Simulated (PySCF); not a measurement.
# `C=CC(=C)C(C)=S`: 4 charge schemes on one density

Species: C6H8S.
Z-matrix (Å and degrees, PBE0-D3(BJ)/def2-SVP geometry), rows numbered from 1:
```
C 
C   1  1.3374
C   2  1.4698  1  127.90
C   3  1.3485  2  119.37  1   176.44
C   3  1.4901  2  121.45  1    -3.51
C   5  1.4961  3  116.14  2   127.05
S   5  1.6305  3  121.85  2   -53.56
H   1  1.0925  2  120.34  3  -178.02
H   1  1.0920  2  122.25  3     2.98
H   2  1.0960  1  118.54  3   177.63
H   4  1.0919  3  122.15  2  -179.84
H   4  1.0934  3  120.62  2     2.99
H   6  1.1021  5  110.97  3    53.69
H   6  1.1037  5  109.21  3   -62.88
H   6  1.0966  5  111.00  3   176.14
```

Density: PBE0/pcSseg-1 (PySCF); schemes: Mulliken, IAO, Hirshfeld and ESP-fitted. The structure is a single PBE0-D3(BJ)/def2-SVP conformer in the gas phase; no vibrational or solvent corrections.

Problem. Do the Mulliken, IAO, Hirshfeld and ESP-fitted schemes agree on where the charge is lowest?

Solution. The schemes don't all agree: Mulliken C5 (-0.348); IAO C6 (-0.419); Hirshfeld C6 (-0.118); ESP-fitted C4 (-0.519).

Problem. For which atoms does the sign change between the 4 schemes (beyond +0.03 e in one, beyond −0.03 e in another)?

Solution. C3 and C5. Atomic charges aren't observables, and each scheme defines them in its own way.

Problem. Do the Mulliken, IAO, Hirshfeld and ESP-fitted schemes agree on where the charge is highest?

Solution. The schemes don't all agree: Mulliken H14 (+0.147); IAO H14 (+0.166); Hirshfeld C5 (+0.060); ESP-fitted H9 (+0.229).

Problem. Tabulate the Mulliken, IAO, Hirshfeld and ESP-fitted charges.

Solution. In e:

```tsv
atom	environment	Mulliken	IAO	Hirshfeld	ESP-fitted
C1	terminal =CH2 carbon	-0.110	-0.291	-0.093	-0.470
C2	alkene CH carbon	-0.138	-0.139	-0.050	-0.167
C3	fully substituted alkene carbon	-0.184	0.000	0.000	+0.110
C4	terminal =CH2 carbon	-0.069	-0.295	-0.084	-0.519
C5	thiocarbonyl carbon	-0.348	-0.024	+0.060	+0.223
C6	methyl carbon	-0.159	-0.419	-0.118	-0.330
S7	thiocarbonyl sulfur	-0.026	-0.071	-0.103	-0.225
H8	vinylic hydrogen	+0.128	+0.155	+0.052	+0.204
H9	vinylic hydrogen	+0.136	+0.153	+0.032	+0.229
H10	vinylic hydrogen	+0.098	+0.145	+0.048	+0.175
H11	vinylic hydrogen	+0.125	+0.149	+0.050	+0.218
H12	vinylic hydrogen	+0.124	+0.153	+0.053	+0.208
H13	methyl hydrogen	+0.139	+0.155	+0.053	+0.125
H14	methyl hydrogen	+0.147	+0.166	+0.055	+0.145
H15	methyl hydrogen	+0.137	+0.163	+0.044	+0.075
```

Mean size of the charges over all atoms: ESP-fitted 0.228 e, IAO 0.165 e, Mulliken 0.138 e, Hirshfeld 0.060 e. Each set sums to the total charge, 0, to within 0.001 e. The IAO scheme counts the electrons in orthogonalised intrinsic atomic orbitals, a minimal basis polarised so that it spans the occupied orbitals exactly.

Problem. How many electrons does the IAO scheme count on C2?

Solution. Z − q = 6 − (-0.139) = 6.139.

Problem. How closely do the schemes follow one another over all atoms?

Solution. Correlation coefficient and root-mean-square difference: Hirshfeld with ESP-fitted 0.93, 0.198 e; IAO with Hirshfeld 0.91, 0.137 e; IAO with ESP-fitted 0.90, 0.119 e; Mulliken with IAO 0.69, 0.141 e; Mulliken with Hirshfeld 0.48, 0.134 e; Mulliken with ESP-fitted 0.42, 0.239 e.

Problem. Sum the charges by element, for elements with more than one atom.

Solution. 
```
element  atoms  Mulliken     IAO  Hirshfeld  ESP-fitted
      C      6    -1.008  -1.168     -0.285      -1.154
      H      8    +1.034  +1.240     +0.387      +1.379
```
